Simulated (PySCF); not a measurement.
## Computed properties of Be(OH)(SH) (BeH₂OS), SMILES [OH][Be][SH]

Be(OH)(SH) (BeH2OS), SMILES [OH][Be][SH]. Geometry: PBE0-D3(BJ)/def2-TZVP. Other conformers were not sampled. All values are computed for the isolated molecule unless a solvent is named; none is compared with measurement here.

**Structure.** All 9 harmonic modes at PBE0-D3(BJ)/def2-TZVP (PySCF) are real, so it is a minimum. With heavy atoms numbered as in [Be:1]([OH:2])[SH:4], the shortest bond between them is Be1–O2 at 1.413 Å and the longest Be1–S4 at 1.914 Å.

**Vibrations.** The strongest infrared lines (harmonic, unscaled, degenerate partners summed) lie at 1375 cm⁻¹ (345 km/mol, Be 76 %, O 20 %), 531 cm⁻¹ (230 km/mol, H 71 %, O 15 %, Be 14 %), 4013 cm⁻¹ (144 km/mol, H 94 %). The softest mode is at 215 cm⁻¹ and the zero-point energy is 15.0 kcal/mol.

**Electronic structure.** CAM-B3LYP/def2-TZVPD (PySCF) places the frontier levels at -8.89 and -0.06 eV, a gap of 8.83 eV, and gives a dipole moment of 1.79 D and a mean polarisability of 41.1 bohr³.

**Excitations.** TDDFT-PBE0/def2-TZVPD (PySCF) has S1 at 5.74 eV (216 nm, f = 0.050, weak); the most intense of the 10 singlets computed lies at 7.41 eV (f = 0.09). T1 (TDA) is at 5.37 eV. No vertical singlet excitation falls in the visible range (under 3.1 eV).

**NMR.** GIAO shifts at PBE0/pcSseg-2 (PySCF) (non-relativistic, atoms alike by connectivity averaged): ¹H from -0.3 to 2.2 ppm against TMS.
